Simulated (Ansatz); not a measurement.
`S[SiH2][GaH2]` + H₂ → `[GaH3]` + `[SiH3]S`  (hydrogenolysis of a Ga–Si bond)

Calculated with Ansatz (gas phase, PBE0-D4/def2-TZVP geometries, no zero-point term in ΔE). CCSD(T)/CBS adds triple-zeta CCSD(T) − MP2 to the extrapolated MP2 energy (def2 sets, frozen cores). This one scheme is used for every species. DFT in def2-TZVPP. For Ga outer-core shells are correlated without core-valence functions, which leaves a few kJ/mol of doubt a bond. Scalar relativity is left out up to krypton. Each species was taken in one conformer, which may not be the lowest.

```csv
level,ΔE (eV)
PBE-D4,0.15
r2SCANh-D4,0.04
ωB97X-V,-0.07
r2SCAN,0.04
CCSD(T)/def2-SVP,-0.13
CCSD(T)/def2-TZVPP,-0.03
HF/def2-QZVPP,-0.38
HF/CBS(def2),-0.38
```

**Question.** What does CCSD(T)/CBS give? (An estimate is asked.)

**Answer.** Computed: +0.02 eV. The listed levels differ from it by 0.13, 0.02, -0.09, 0.02, -0.15, -0.05, -0.40, -0.40 eV.

Largest T1 diagnostic among the species: 0.013.

The D4 term adds +0.11 eV with B3LYP and +0.06 eV with PBE0; it sums over pairs of atoms, weighted by their polarisabilities, and B3LYP, whose exchange is more repulsive, gets the larger term. Leaving LDA and LC-ωPBE aside and taking each functional with its dispersion term where it has one, the values, not all of them listed here, spread over 0.26 eV, from CAM-B3LYP-D4 to revPBE-D4. From PBE to PBE0 (25 % exact exchange), in def2-TZVPP and without D4, ΔE moves by −0.08 eV.

B3LYP here is the variant with VWN-RPA as its local correlation; programs differ in this.
